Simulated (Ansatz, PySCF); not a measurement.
Ways to break one bond of [SiH3]Br:

A. [SiH3]Br [bromosilane] → [SiH2]Br + H atom
B. [SiH3]Br [bromosilane] -> [SiH3] (SiH3) + Br atom

Quantity: bond dissociation energy (enthalpy at 298 K, with B3LYP-D3(BJ) rigid-rotor harmonic-oscillator terms), kcal/mol. Structures are relaxed separately at B3LYP-D3(BJ)/def2-TZVP in Ansatz (a program for electronic structure). Frequencies are from Ansatz or PySCF. Correlated levels leave the core frozen unless marked. Open shells are spin-unrestricted. Spin-orbit coupling is left out. The frozen core is the preceding noble-gas configuration, with the filled d and f shells of earlier blocks. Non-relativistic. CBS(X,Y): correlation extrapolated as X^-3; Hartree-Fock from the larger set.

```tsv
	SVWN5/def2-TZVPD (Ansatz)	PBE0/def2-TZVPD (Ansatz)	CCSD(T)/STO-3G (Ansatz)	CCSD(T)/CBS(def2-TZVPPD,def2-QZVPPD) (Ansatz)
A	93.4	85.7	107.7	91.4
B	107.1	93.1	96.6	96.1
```
